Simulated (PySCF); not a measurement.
Simulated absorption spectrum

C4H3F3O3.
SMILES: `OC(/C(F)=C/OC(F)F)=O`

Computed with TDDFT CAM-B3LYP/def2-SVPD, vertical, gas phase, core orbitals frozen in the response in PySCF 2.14.0, density-fitted response routines. Geometry: GFN2-xTB, one conformer, isolated molecule. Torsions of this conformer, `[O:1]=[C:2]([OH:3])/[C:4]([F:5])=[CH:6]/[O:7][CH:8]([F:9])[F:10]`: O1–C2–C4–F5 -179°, C4–C6–O7–C8 -5°, C6–O7–C8–F9 174°, H–O3–C2–O1 0°.

Broadening: Gaussians 0.5 eV wide at half height, area fixed by f = 4.319×10⁻⁹ ∫ε dν̃. The cross-section is σ = 3.8235×10⁻²¹ ε cm², given in Mb (10⁻¹⁸ cm²). The width is an assumption, not a result. The curve ends short of the highest state used, and states not computed would add to its high-energy end.

| E (eV) | σ (Mb) |
| --- | --- |
| 4.61 | 0.00 |
| 4.68 | 0.00 |
| 4.76 | 0.00 |
| 4.83 | 0.00 |
| 4.91 | 0.01 |
| 4.98 | 0.02 |
| 5.05 | 0.07 |
| 5.13 | 0.25 |
| 5.20 | 0.70 |
| 5.27 | 1.80 |
| 5.35 | 4.65 |
| 5.42 | 9.53 |
| 5.50 | 18.98 |
| 5.57 | 30.90 |
| 5.64 | 45.12 |
| 5.72 | 60.91 |
| 5.79 | 70.49 |
| 5.86 | 73.17 |
| 5.94 | 66.85 |
| 6.01 | 54.98 |
| 6.08 | 40.57 |
| 6.16 | 25.10 |
| 6.23 | 14.70 |
| 6.31 | 7.06 |
| 6.38 | 3.45 |
| 6.45 | 1.79 |
| 6.53 | 1.27 |
| 6.60 | 1.42 |
| 6.67 | 1.79 |
| 6.75 | 2.19 |
| 6.82 | 2.37 |
| 6.90 | 2.30 |
| 6.97 | 2.05 |
| 7.04 | 1.77 |
| 7.12 | 1.67 |
| 7.19 | 1.97 |
| 7.26 | 2.74 |
| 7.34 | 4.19 |
| 7.41 | 5.75 |
| 7.49 | 7.51 |
| 7.56 | 8.82 |
| 7.63 | 9.96 |
| 7.71 | 11.56 |
| 7.78 | 13.77 |

Q: Locate the maxima and give the states behind the curve.

A: 212 nm (5.85 eV), ε about 19000, made up of S2 (100%); 181 nm (6.84 eV), ε about 620, made up of S3 (99%) (ε in L mol⁻¹ cm⁻¹; maxima over ε = 5, shares over 10%). At its high-energy end, 7.78 eV, the curve is still rising (ε about 3600, from S4 and S6). The states used: S1 5.36 eV (f 0.0001); S2 5.85 eV (f 0.355); S3 6.84 eV (f 0.011); S4 7.59 eV (f 0.038); S5 8.08 eV (f 0.0084); S6 8.09 eV (f 0.102); S7 8.17 eV (f 0.023); S8 8.38 eV (f 0.0025).

Q: What would ε be at 5.85 eV, the highest of these maxima, with half the width (0.25 eV)?

A: About 38300 L mol⁻¹ cm⁻¹ against 19200, a factor of about 2.00; a lone state at its own centre would give exactly 2.

Q: Coming from long wavelengths, where does ε first pass 100 L mol⁻¹ cm⁻¹?

A: At about 240 nm (5.16 eV), 0.20 eV below S1.

Q: Does any computed singlet lie in the visible range?

A: No computed singlet lies in the visible range (380 to 750 nm); the lowest, at 231 nm, stands 2.10 eV above its violet end (3.26 eV).
